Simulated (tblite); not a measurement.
CH8ClO2Si3 (doublet state).
Atom-mapped SMILES: `[SiH3:1][CH2:2][O:3][SiH:4][O:5][SiH2:6][Cl:7]` (hydrogens: H8, H9, H10 on Si1; H11, H12 on C2; H13 on Si4; H14, H15 on Si6)

Computed geometry: GFN2-xTB, gas phase. This method treats the open shell by occupation alone, without spin polarisation.

(1) What internal coordinates does the optimisation give?

Results:

(1) 
```json
{"bond": "Si1–C2", "length (pm)": "190.9"}
{"bond": "C2–O3", "length (pm)": "140.7"}
{"bond": "O3–Si4", "length (pm)": "161.7"}
{"bond": "Si4–O5", "length (pm)": "162.6"}
{"bond": "O5–Si6", "length (pm)": "161.1"}
{"bond": "Si6–Cl7", "length (pm)": "200.8"}
{"bond": "Si1–H8, Si1–H9, Si1–H10", "length (pm)": "146.3"}
{"bond": "C2–H11, C2–H12", "length (pm)": "109.3"}
{"bond": "Si4–H13", "length (pm)": "146.0"}
{"bond": "Si6–H14, Si6–H15", "length (pm)": "145.4"}
```

Bonds in one row agree within 1 pm and their mean is given. A selection of angles:
```json
{"angle": "C2–Si1–H8", "degrees": "108.3"}
{"angle": "H8–Si1–H9", "degrees": "110.7"}
{"angle": "Si1–C2–O3", "degrees": "106.2"}
{"angle": "Si1–C2–H11", "degrees": "112.3"}
{"angle": "Si1–C2–H12", "degrees": "112.7"}
{"angle": "O3–C2–H11", "degrees": "107.9"}
{"angle": "O3–C2–H12", "degrees": "110.5"}
{"angle": "H11–C2–H12", "degrees": "107.2"}
{"angle": "C2–O3–Si4", "degrees": "130.6"}
{"angle": "O3–Si4–O5", "degrees": "104.6"}
{"angle": "O3–Si4–H13", "degrees": "112.8"}
{"angle": "O5–Si4–H13", "degrees": "107.7"}
{"angle": "Si4–O5–Si6", "degrees": "149.2"}
{"angle": "O5–Si6–Cl7", "degrees": "108.2"}
{"angle": "O5–Si6–H14", "degrees": "103.6"}
{"angle": "O5–Si6–H15", "degrees": "110.9"}
{"angle": "Cl7–Si6–H14", "degrees": "109.9"}
{"angle": "Cl7–Si6–H15", "degrees": "108.1"}
{"angle": "H14–Si6–H15", "degrees": "115.8"}
```

Torsions: Si1–C2–O3–Si4 -119° (anticlinal); C2–O3–Si4–O5 166° (antiperiplanar); O3–Si4–O5–Si6 -43° (synclinal); Si4–O5–Si6–Cl7 -77° (synclinal). The mirror-image conformer, all signs reversed, is as good.

Si6 (silicon bonded to Cl, O and 2 H) is distorted tetrahedral (angles from 103.6° to 115.8°). Si4 (silicon bonded to 2 O and H) is pyramidal (angles 112.8°, 107.7° and 104.6°, sum 325.1°, 0.55 Å off the plane of its three neighbours). Si1 (silicon bonded to C and 3 H) is tetrahedral (angles from 107.7° to 111.3°).

Point group: C1 (no symmetry element, even within 0.4 Å). Its lowest GFN2-xTB frequency is 6i cm⁻¹, too small to tell a flat minimum from a shallow saddle.
